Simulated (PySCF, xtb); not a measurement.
O2S2, SMILES O=S(=O)=S.

GFN2-xTB in xtb at its own geometry gives an orbital gap of 2.11 eV and a dipole moment of 0.08 D.

Coordinates come from a B3LYP-D3(BJ)/def2-SVP optimisation.

What does B3LYP/def2-TZVPD in PySCF give? (Estimate from the structure and the level; the computed values follow.)

gap 4.52 eV (levels -8.28 and -3.76 eV), dipole 1.50 D.
